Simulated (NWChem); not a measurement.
System: CsCl; SMILES [Cl][Cs]

NWChem input:

```
start job
memory heap 200 mb stack 700 mb global 900 mb
geometry units angstroms noautoz
  Cs     0.000000     0.000000    -0.709766
  Cl     0.000000     0.000000     2.230299
end
basis spherical
  Cs library def2-tzvp
  Cl library def2-tzvp
end
ecp
  Cs library def2-ecp
end
dft
  xc xpbe96 cpbe96
  iterations 150
  mulliken
end
task dft gradient
```

Excerpt of the output:

```
             Northwest Computational Chemistry Package (NWChem) 7.3.0
             --------------------------------------------------------

 ORDER OF PRIMARY AXIS IS BEING SET TO 4
 C4V symmetry detected

                             Geometry "geometry" -> ""
                             -------------------------

 Output coordinates in angstroms (scale by  1.889725989 to convert to a.u.)

  No.       Tag          Charge          X              Y              Z
 ---- ---------------- ---------- -------------- -------------- --------------
    1 Cs                  55.0000     0.00000000     0.00000000    -0.69418201
    2 Cl                  17.0000     0.00000000     0.00000000     2.24588299

 Effective nuclear repulsion energy (a.u.)     168.2890438867

      Symmetry information
      --------------------

 Group name             C4v
 Group number             18
 Group order               8
 No. of unique centers     2

 Summary of "ao basis" -> "ao basis" (spherical)
 ------------------------------------------------------------------------------
       Tag                 Description            Shells   Functions and Types
 ---------------- ------------------------------  ------  ---------------------
 Cs                        def2-tzvp                11       29   5s3p3d
 Cl                        def2-tzvp                13       37   5s5p2d1f

      Symmetry analysis of basis
      --------------------------

        a1         24
        a2          0
        b1          6
        b2          6
        e          30

            General Information
            -------------------
          SCF calculation type: DFT
          Wavefunction type:  closed shell.
          No. of atoms     :     2
          No. of electrons :    26
           Alpha electrons :    13
            Beta electrons :    13
          Charge           :     0
          Spin multiplicity:     1
          Use of symmetry is: on ; symmetry adaption is: on
          Maximum number of iterations: 150
          AO basis - number of functions:    66
                     number of shells:    24
          Convergence on energy requested:  1.00D-06
          Convergence on density requested:  1.00D-05
          Convergence on gradient requested:  5.00D-04

              XC Information
              --------------
          PerdewBurkeErnzerhof Exchange Functional  1.000
            Perdew 1991 LDA Correlation Functional  1.000 local
           PerdewBurkeErnz. Correlation Functional  1.000 non-local

             Grid Information
             ----------------
          Grid used for XC integration:  medium
          Radial quadrature: Mura-Knowles
          Angular quadrature: Lebedev.
          Tag              B.-S. Rad. Rad. Pts. Rad. Cut. Ang. Pts.
          ---              ---------- --------- --------- ---------
          Cs                  2.60      123          14.0       590
          Cl                  1.00       88          12.0       590
          Grid pruning is: on
          Number of quadrature shells:   211
          Spatial weights used:  Erf1

      Superposition of Atomic Density Guess
      -------------------------------------

 Sum of atomic energies:        -482.08536141

      Non-variational initial energy
      ------------------------------

 Total energy =    -479.201952
 1-e energy   =    -722.428437
 2-e energy   =     215.688278
 HOMO         =      -0.430703
 LUMO         =      -0.045476

      Symmetry analysis of molecular orbitals - initial
      -------------------------------------------------

 !! scf_movecs_sym_adapt:   12 vectors were symmetry contaminated

  Symmetry fudging

 !! scf_movecs_sym_adapt:   12 vectors were symmetry contaminated

  Numbering of irreducible representations:

     1 a1          2 a2          3 b1          4 b2          5 e

  Orbital symmetries:

     1 a1          2 a1          3 a1          4 e           5 e
     6 a1          7 a1          8 a1          9 e          10 e
    11 e          12 e          13 a1         14 a1         15 e
    16 e          17 a1         18 b2         19 b1         20 e
    21 e          22 a1         23 a1

     ---------------------------------------------
      Total Density - Mulliken Population Analysis
     ---------------------------------------------

    Atom       Charge   Shell Charges
 -----------   ------   -------------------------------------------------------
    1 Cs   9     8.05  -0.31  1.54  0.78  0.02  0.00  5.40  0.59  0.01  0.02  0.01  0.00
    2 Cl  17    17.95   2.01  0.45  1.52  1.13  0.88  4.20  1.68  1.18  3.14  1.75  0.00  0.01  0.00

   convergence    iter        energy       DeltaE   RMS-Dens  Diis-err
 ---------------- ----- ----------------- --------- --------- ---------
 d= 0,ls=0.0,diis     1   -480.2112387401 -5.08D+02  3.66D-02  8.12D-01
 d= 0,ls=0.0,diis     2   -479.7410245112  4.70D-01  3.30D-02  2.95D+00
 d= 0,ls=0.0,diis     3   -480.2506656351 -5.10D-01  4.37D-03  9.25D-02
 d= 0,ls=0.0,diis     4   -480.2663146320 -1.56D-02  9.53D-04  2.96D-03
 d= 0,ls=0.0,diis     5   -480.2664219143 -1.07D-04  3.33D-04  7.53D-04
  Resetting Diis
 d= 0,ls=0.0,diis     6   -480.2665436305 -1.22D-04  1.06D-04  7.61D-05
 d= 0,ls=0.0,diis     7   -480.2665571671 -1.35D-05  3.29D-05  1.21D-06
 d= 0,ls=0.0,diis     8   -480.2665570410  1.26D-07  1.82D-05  2.28D-06
 d= 0,ls=0.0,diis     9   -480.2665573356 -2.95D-07  2.66D-06  3.10D-08

         Total DFT energy =     -480.266557335636
      One electron energy =     -726.074618633533
           Coulomb energy =      249.605367701575
    Exchange-Corr. energy =      -31.335513585136
 Nuclear repulsion energy =       27.538207181458

 Numeric. integr. density =       26.000000076805

                  Occupations of the irreducible representations
                  ----------------------------------------------

                     irrep           alpha         beta
                     --------     --------     --------
                     a1                7.0          7.0
                     a2                0.0          0.0
                     b1                0.0          0.0
                     b2                0.0          0.0
                     e                 6.0          6.0

                       DFT Final Molecular Orbital Analysis
                       ------------------------------------

 Vector   11  Occ=2.000000D+00  E=-1.770554D-01  Symmetry=a1
              MO Center= -5.4D-16,  1.3D-15,  2.0D+00, r^2= 2.1D+00
   Bfn.  Coefficient  Atom+Function         Bfn.  Coefficient  Atom+Function
  ----- ------------  ---------------      ----- ------------  ---------------
    46      0.496438  2 Cl pz                49      0.395041  2 Cl pz
    43      0.240933  2 Cl pz                37     -0.199611  2 Cl pz
     2      0.192631  1 Cs s                  8      0.179138  1 Cs pz
     4     -0.147442  1 Cs s                 17     -0.102299  1 Cs d  0
    40     -0.090475  2 Cl pz                 1     -0.073912  1 Cs s

 Vector   12  Occ=2.000000D+00  E=-1.730430D-01  Symmetry=e
              MO Center=  5.8D-18, -2.4D-16,  2.2D+00, r^2= 1.5D+00
   Bfn.  Coefficient  Atom+Function         Bfn.  Coefficient  Atom+Function
  ----- ------------  ---------------      ----- ------------  ---------------
    45      0.437789  2 Cl py                48      0.350336  2 Cl py
    44      0.227323  2 Cl px                42      0.218661  2 Cl py
    47      0.181913  2 Cl px                36     -0.178419  2 Cl py
    41      0.113540  2 Cl px                35     -0.092644  2 Cl px
    39     -0.081577  2 Cl py                21      0.057518  1 Cs d -1

 Vector   13  Occ=2.000000D+00  E=-1.730430D-01  Symmetry=e
              MO Center= -3.3D-16, -3.8D-16,  2.2D+00, r^2= 1.5D+00
   Bfn.  Coefficient  Atom+Function         Bfn.  Coefficient  Atom+Function
  ----- ------------  ---------------      ----- ------------  ---------------
    44      0.437789  2 Cl px                47      0.350336  2 Cl px
    45     -0.227323  2 Cl py                41      0.218661  2 Cl px
    48     -0.181913  2 Cl py                35     -0.178419  2 Cl px
    42     -0.113540  2 Cl py                36      0.092644  2 Cl py
    38     -0.081577  2 Cl px                23     -0.057518  1 Cs d  1

 Vector   14  Occ=0.000000D+00  E=-5.848126D-02  Symmetry=a1
              MO Center=  1.9D-14,  2.9D-14, -1.7D+00, r^2= 1.0D+01
   Bfn.  Coefficient  Atom+Function         Bfn.  Coefficient  Atom+Function
  ----- ------------  ---------------      ----- ------------  ---------------
     4      0.892839  1 Cs s                  2     -0.408792  1 Cs s
    14     -0.263422  1 Cs pz                 5      0.194197  1 Cs s
     8      0.162423  1 Cs pz                 1      0.161261  1 Cs s
     3     -0.161416  1 Cs s                 34     -0.086896  2 Cl s
    49      0.071132  2 Cl pz                11     -0.066255  1 Cs pz

 Vector   15  Occ=0.000000D+00  E=-1.244783D-02  Symmetry=e
              MO Center= -5.6D-14, -5.1D-14, -2.1D+00, r^2= 1.6D+01
   Bfn.  Coefficient  Atom+Function         Bfn.  Coefficient  Atom+Function
  ----- ------------  ---------------      ----- ------------  ---------------
    13      0.837730  1 Cs py                21     -0.287759  1 Cs d -1
    26     -0.257666  1 Cs d -1               7     -0.228237  1 Cs py
    16     -0.135132  1 Cs d -1              12     -0.063469  1 Cs px
    10      0.055712  1 Cs py                48      0.044382  2 Cl py

 Vector   16  Occ=0.000000D+00  E=-1.244783D-02  Symmetry=e
              MO Center= -2.8D-14,  4.2D-14, -2.1D+00, r^2= 1.6D+01
   Bfn.  Coefficient  Atom+Function         Bfn.  Coefficient  Atom+Function
  ----- ------------  ---------------      ----- ------------  ---------------
    12      0.837730  1 Cs px                23      0.287759  1 Cs d  1
    28      0.257666  1 Cs d  1               6     -0.228237  1 Cs px
    18      0.135132  1 Cs d  1              13      0.063469  1 Cs py
     9      0.055712  1 Cs px                47      0.044382  2 Cl px

     ---------------------------------------------
      Total Density - Mulliken Population Analysis
     ---------------------------------------------

    Atom       Charge   Shell Charges
 -----------   ------   -------------------------------------------------------
    1 Cs   9     8.31  -0.33  1.65  0.68  0.06 -0.01  5.39  0.60  0.03  0.08  0.13  0.02
    2 Cl  17    17.69   2.01  0.43  1.53  1.11  0.90  4.19  1.66  1.15  2.73  1.98  0.00  0.01  0.00

     -------------------------------------------
      Total Density - Lowdin Population Analysis
     -------------------------------------------

    Atom       Charge   Shell Charges
 -----------   ------   -------------------------------------------------------
    1 Cs   9     8.52   0.01  0.99  0.92  0.12  0.03  4.71  1.27  0.09  0.08  0.25  0.05
    2 Cl  17    17.48   1.98  0.84  1.14  0.96  0.91  3.93  1.90  1.26  2.57  1.98  0.00  0.01  0.00

     Multipole analysis of the density
     ---------------------------------

     L   x y z        total         alpha         beta         nuclear
     -   - - -        -----         -----         ----         -------
     0   0 0 0      0.000000    -13.000000    -13.000000     26.000000

     1   1 0 0      0.000000      0.000000      0.000000      0.000000
     1   0 1 0     -0.000000     -0.000000     -0.000000      0.000000
     1   0 0 1     -3.908865    -32.126150    -32.126150     60.343434

     2   2 0 0    -24.829260    -12.414630    -12.414630      0.000000
     2   1 1 0     -0.000000     -0.000000     -0.000000      0.000000
     2   1 0 1     -0.000000     -0.000000     -0.000000      0.000000
     2   0 2 0    -24.829260    -12.414630    -12.414630      0.000000
     2   0 1 1      0.000000      0.000000      0.000000      0.000000
     2   0 0 2    -37.061886   -179.380312   -179.380312    321.698738

            General Information
            -------------------
          SCF calculation type: DFT
          Wavefunction type:  closed shell.
          No. of atoms     :     2
          No. of electrons :    26
           Alpha electrons :    13
            Beta electrons :    13
          Charge           :     0
          Spin multiplicity:     1
          Use of symmetry is: on ; symmetry adaption is: on
          Maximum number of iterations: 150
          AO basis - number of functions:    66
                     number of shells:    24
          Convergence on energy requested:  1.00D-06
          Convergence on density requested:  1.00D-05
          Convergence on gradient requested:  5.00D-04

              XC Information
              --------------
          PerdewBurkeErnzerhof Exchange Functional  1.000
            Perdew 1991 LDA Correlation Functional  1.000 local
           PerdewBurkeErnz. Correlation Functional  1.000 non-local

             Grid Information
             ----------------
          Grid used for XC integration:  medium
          Radial quadrature: Mura-Knowles
          Angular quadrature: Lebedev.
          Tag              B.-S. Rad. Rad. Pts. Rad. Cut. Ang. Pts.
          ---              ---------- --------- --------- ---------
          Cs                  2.60      123          14.0       590
          Cl                  1.00       88          12.0       590
          Grid pruning is: on
          Number of quadrature shells:   211
          Spatial weights used:  Erf1

          Convergence Information
          -----------------------
          Convergence aids based upon iterative change in
          total energy or number of iterations.
          Levelshifting, if invoked, occurs when the
          HOMO/LUMO gap drops below (HL_TOL):  1.00D-02
          DIIS, if invoked, will attempt to extrapolate
          using up to (NFOCK): 10 stored Fock matrices.

                    Damping( 0%)  Levelshifting(0.5)       DIIS
                  --------------- ------------------- ---------------
          dE  on:    start            ASAP                start
          dE off:    2 iters        150 iters           150 iters

                            NWChem DFT Gradient Module
                            --------------------------

  charge          =   0.00
  wavefunction    = closed shell

  Using symmetry

                         DFT ENERGY GRADIENTS

    atom               coordinates                        gradient
                 x          y          z           x          y          z
   1 Cs      0.000000   0.000000  -1.311814    0.000000   0.000000  -0.001056
   2 Cl      0.000000   0.000000   4.244103    0.000000   0.000000   0.001056
```

Level: PBE/def2-TZVP with def2 effective core potentials on Cs. All runs use the structure optimised with PBE-D3(BJ)/def2-SVP. def2 effective core potentials on Cs; no spin-orbit coupling.
